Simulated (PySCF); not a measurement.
Compounds:

A. 2-fluoro-2-methylbutane
B. SMILES O=C1OC[C@@H](C(F)(F)F)OC1=O
C. `C=Cc1nncc(C#N)n1`
D. `O=CO/C(=C\[SiH3])C[SiH3]`

Spectrum 1. 13C{1H} NMR (computed): δ 168.1 (C), 165.0 (CH), 111.8 (CH), 24.6 (CH2).

Spectrum 2. 13C{1H} NMR (computed): δ 95.5 (C), 38.0 (CH2), 28.7 (CH3), 9.8 (CH3).

Spectrum 3. 13C{1H} NMR (computed): δ 156.8 (C), 155.4 (C), 130.0 (C), 77.5 (CH), 67.6 (CH2).

Spectrum 4. 13C{1H} NMR (computed): δ 167.6 (C), 155.6 (CH), 141.5 (CH), 140.6 (CH2), 139.1 (C), 120.6 (C).

PySCF 2.14.0 with density-fitted response routines calculation with geometry from GFN2-xTB and σ from GIAO-PBE0/pcSseg-1; no solvent model, non-relativistic, single conformer, fast rotation and ring inversion assumed for equivalent nuclei.

Shifts are taken against calculated references (same method and geometry level): 13C against TMS. Splittings of carbon signals by F and P are missing where no couplings were computed. Shifts are as computed. Against solution values, carbons near 30 ppm lie about +3 ppm off and those near 130 ppm about +5 ppm. Of 1211 compounds with measured shifts, 218 miss one by over three times the rms of a fit or turn the order of signals round; such compounds aren't used in these exercises.

Task: Which spectrum belongs to which compound?

Result: 1–D, 2–A, 3–B, 4–C.

- Spectrum 1 (D): 4 13C signals; δC 168.1 is an alkene carbon bearing oxygen; δC 165.0 is an ester carbonyl carbon.
- Spectrum 2 (A): 4 13C signals; δC 95.5 is a fully substituted sp3 carbon bonded to F; δC 38.0 is an sp3 CH2.
- Spectrum 3 (B): 5 13C signals; δC 156.8 is an ester carbonyl carbon; δC 155.4 is an ester carbonyl carbon.
- Spectrum 4 (C): 6 13C signals; δC 155.6 is an aromatic CH next to a ring nitrogen; δC 141.5 is an alkene CH.
